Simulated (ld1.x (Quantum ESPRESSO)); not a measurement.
## boron TM: all-electron and pseudo phase curves

* Element: boron
* Generator: ld1.x (Quantum ESPRESSO) 7.5
* Type: norm-conserving Troullier–Martins (Kleinman–Bylander form)
* Functional: PBEsol
* Relativity: scalar-relativistic
* Frozen core: [He]
* Valence charge: 3
* Reference configuration: 2s2 2p1
* Partial waves: 2s (bound): rc 1.00 bohr; 3d channel at 0.05 Ry: rc 3.50 bohr; 2p (bound): rc 3.35 bohr
* Local potential: the p channel
* Core correction: Bessel-smoothed model core inside 0.80 bohr

The phase is arctan(r·u′/u) with u = r·R(r), unwrapped; energies in Ry, scanned from -3 to 5 Ry. A pole is an energy at which the radial function vanishes at the test radius. The pseudo phase is shifted by a multiple of π to meet the all-electron one at the reference energy, and phase errors are pseudo minus all-electron; the curves can meet again beyond the range given. Levels narrower than the energy grid can be missing from the lists of poles.

Question: For each channel, where are the poles, and over which energies does the pseudopotential scatter like the atom?

Answer:

```tsv
channel	radius (bohr)	reference energy (Ry)	poles, all-electron	poles, pseudo	unbroken range about the reference energy with phases within 0.05 rad	phase error 1 Ry above the reference energy (rad)
s	3.80	-0.69	-0.59, 1.96	-0.59, 1.94, 4.73	below 0.2	+0.082
p	3.80	-0.26	-0.11, 2.04	-0.11, 2.50	below 0.3	+0.421
d	3.80	0.05	1.42, 4.37	1.34, 3.63	below 1.6	-0.021
```

Phases in the d channel:

```
E (Ry)  all-electron  pseudo
 -3.00         1.424   1.424
 -2.76         1.418   1.418
 -2.52         1.412   1.412
 -2.28         1.404   1.404
 -2.04         1.396   1.396
 -1.80         1.386   1.386
 -1.56         1.374   1.374
 -1.32         1.360   1.360
 -1.08         1.342   1.342
 -0.84         1.318   1.318
 -0.60         1.287   1.287
 -0.36         1.241   1.240
 -0.12         1.166   1.166
  0.12         1.022   1.022
  0.36         0.650   0.647
  0.60        -0.416  -0.438
  0.84        -1.168  -1.189
  1.08        -1.415  -1.437
  1.32        -1.534  -1.563
  1.56        -1.615  -1.659
  1.80        -1.687  -1.773
  2.04        -1.773  -1.999
  2.28        -1.914  -2.988
  2.52        -2.278  -4.230
  2.76        -3.497  -4.493
  3.00        -4.256  -4.594
  3.24        -4.471  -4.652
  3.48        -4.566  -4.691
  3.72        -4.623  -4.723
  3.96        -4.662  -4.752
  4.20        -4.693  -4.780
  4.44        -4.720  -4.811
  4.68        -4.745  -4.849
  4.92        -4.771  -4.899
```
